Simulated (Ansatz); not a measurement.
C2H4NO, SMILES C[N]C=O (connectivity only; charge and spin as stated), charge -1, multiplicity 1. Atoms are numbered in the order given.

```xyz
8

C     -0.3666    -1.4125     0.0000
N      0.7576    -0.5039     0.0000
C      0.4696     0.7807     0.0000
O     -0.6421     1.3873     0.0000
H     -0.3348    -2.0825    -0.8851
H     -0.3348    -2.0825     0.8851
H     -1.3503    -0.9039     0.0000
H      1.3973     1.4165     0.0000
```
Charge -1, spin multiplicity 1.

Geometry: B3LYP-D3(BJ)/def2-SVPD. The spin state was assumed, not searched. The isomer is the one that the SMILES or the coordinates give; other isomers of the formula were not compared. Other conformers were not sampled.

Two levels are set side by side: PBE-D3(BJ)/def2-SVPD (Ansatz, a first-principles code) and B3LYP-D3(BJ)/def2-SVPD (Ansatz). Each level has its own optimised geometry; the coordinates shown are those of the second. Differences are taken from unrounded values.

| quantity | B3LYP-D3(BJ) |
|---|---|
| mean bond length (Å) | 1.212 |
| bond C1–N2 (Å) | 1.445 |
| bond N2–C3 (Å) | 1.316 |
| bond C3–O4 (Å) | 1.266 |
| bond C1–H5 (Å) | 1.111 |
| bond C1–H6 (Å) | 1.111 |
| bond C1–H7 (Å) | 1.107 |
| bond C3–H8 (Å) | 1.125 |

Problem. What does PBE-D3(BJ) give, and how far is it from B3LYP-D3(BJ)? (Estimate from the structure and the level; the computed values follow.)

Solution. 
```
quantity              PBE-D3(BJ)  PBE-D3(BJ) minus B3LYP-D3(BJ)
--------------------  ----------  -----------------------------
mean bond length (Å)       1.220                          0.008
bond C1–N2 (Å)             1.447                          0.002
bond N2–C3 (Å)             1.327                          0.010
bond C3–O4 (Å)             1.274                          0.008
bond C1–H5 (Å)             1.119                          0.008
bond C1–H6 (Å)             1.119                          0.008
bond C1–H7 (Å)             1.118                          0.010
bond C3–H8 (Å)             1.136                          0.011
```

GGA bonds tend to be longer and softer than those of functionals with exact exchange. Differences between two approximate levels are no errors against the true value.
